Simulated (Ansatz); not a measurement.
Cost and result for the atomization energy of `[NH2][InH][OH]` (7 atoms, 6 bonds).

Total charge 0; spin multiplicity 1. Correlated methods include outer-core shells of In, which these sets cover unevenly. In takes the def2 core potential. The geometry is a stationary point of PBE0-D4/def2-TZVP. It is one conformer, not always the lowest. Program: Ansatz. Hardware: A = 2 threads of an AMD EPYC 7R13 on a shared host; B = 2 threads of an AMD EPYC 7R13 on a shared host and a share of an NVIDIA H100 80 GB. Times are those of one run each, without the atoms' runs, and a repeat can differ threefold. Electronic energies, without spin–orbit coupling; frozen cores. CCSD(T)/CBS adds CCSD(T) − MP2 in def2-TZVPP to the MP2 limit, and its time is that of the two runs behind it. T1 = 0.016. With those shells the extrapolation isn't a true limit. HSE06 is the plane-wave form, built on full-range PBE exchange.

CCSD(T)/CBS is a level of theory with its own doubt, some kJ/mol a heavy atom from the limit and from the frozen cores, so smaller differences don't rank the functionals.

| level | functions | wall time |
| --- | --- | --- |
| revPBE-D4/def2-TZVPP [A] | 168 | 1.3 s |
| PBE-D4/def2-TZVPP (with forces) [A] | 168 | 1.7 s |
| PBE0-D4/def2-TZVPP [A] | 168 | 1.7 s |
| CCSD(T)/def2-TZVPP [B] | 168 | 2.1 s |
| BHLYP-D4/def2-TZVPP [A] | 168 | 2.2 s |
| r2SCANh-D4/def2-TZVPP [A] | 168 | 3 s |
| HSE06-D4/def2-TZVPP [A] | 168 | 3.1 s |
| CCSD(T)/def2-SVP [A] | 74 | 3.6 s |
| PBE-QIDH/def2-TZVPP [A] | 168 | 3.9 s |
| B97M-V/def2-TZVPP [A] | 168 | 4.6 s |
| ωB97X-V/def2-TZVPP [A] | 168 | 4.6 s |
| CCSD(T)/def2-QZVPP [B] | 316 | 6 s |
| CCSD(T)/CBS(def2) | – | 8.1 s |

What atomization energy does each give, and how far from CCSD(T)/CBS? (Best estimate.)

Computed: 
| level | atomization (kcal/mol) | difference from CCSD(T)/CBS | per bond |
| --- | --- | --- | --- |
| revPBE-D4/def2-TZVPP [A] | 479.5 | -15.0 | -2.5 |
| PBE-D4/def2-TZVPP (with forces) [A] | 495.6 | 1.1 | 0.2 |
| PBE0-D4/def2-TZVPP [A] | 480.4 | -14.1 | -2.4 |
| CCSD(T)/def2-TZVPP [B] | 475.2 | -19.3 | -3.2 |
| BHLYP-D4/def2-TZVPP [A] | 463.9 | -30.6 | -5.1 |
| r2SCANh-D4/def2-TZVPP [A] | 480.1 | -14.4 | -2.4 |
| HSE06-D4/def2-TZVPP [A] | 480.7 | -13.8 | -2.3 |
| CCSD(T)/def2-SVP [A] | 442.7 | -51.8 | -8.6 |
| PBE-QIDH/def2-TZVPP [A] | 477.3 | -17.2 | -2.9 |
| B97M-V/def2-TZVPP [A] | 487.5 | -7.0 | -1.2 |
| ωB97X-V/def2-TZVPP [A] | 492.1 | -2.4 | -0.4 |
| CCSD(T)/def2-QZVPP [B] | 487.6 | -6.9 | -1.2 |
| CCSD(T)/CBS(def2) | 494.5 | 0.0 | 0.0 |

From BLYP to BHLYP (50 % exact exchange), in def2-TZVPP and without D4, the atomization energy moves by −22.9 kcal/mol: exact exchange takes away binding that semilocal exchange gives to molecules. At CCSD(T), def2-SVP lies −51.8 kcal/mol from the extrapolated value and def2-TZVPP −19.3 kcal/mol: correlation converges slowly with the basis, and small sets miss more of it in the bonded molecule than in its fragments. In def2-TZVPP, CCSD(T) changes the Hartree–Fock value by +166.1 kcal/mol (the triples alone add +9.5 kcal/mol) and MP2 by +172.0 kcal/mol; breaking electron pairs costs correlation energy, which Hartree–Fock lacks.

Spin–orbit coupling would lower the free In atoms strongly, and the atomization energy with them, by more than many differences here.
